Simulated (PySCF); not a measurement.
TiCl4, SMILES [Cl][Ti]([Cl])([Cl])[Cl], multiplicity 1. Atoms are numbered in the order given.

```xyz
5

Ti     0.0000     0.0000     0.0000
Cl     1.2518     1.2518    -1.2518
Cl    -1.2518     1.2518     1.2518
Cl    -1.2518    -1.2518    -1.2518
Cl     1.2518    -1.2518     1.2518
```
Charge 0, spin multiplicity 1.

Geometry optimised at B3LYP-D3(BJ)/def2-SVP. The spin state was assumed, not searched. The isomer is the one that the SMILES or the coordinates give; other isomers of the formula were not compared.

Computed with B3LYP/def2-TZVP (PySCF).

Atomic charges (e):

```
atom    IAO  Löwdin  Mulliken
----  -----  ------  --------
Ti1    1.16   -0.81         …
Cl2   -0.29    0.20         …
Cl3   -0.29    0.20         …
Cl4   -0.29    0.20         …
Cl5   -0.29    0.20         …
```

Question: What belongs in the gaps? (Estimate from the structure and the level; the computed values follow.)

Answer: 
- Ti1, Mulliken: 1.08
- Cl2, Mulliken: -0.27
- Cl3, Mulliken: -0.27
- Cl4, Mulliken: -0.27
- Cl5, Mulliken: -0.27
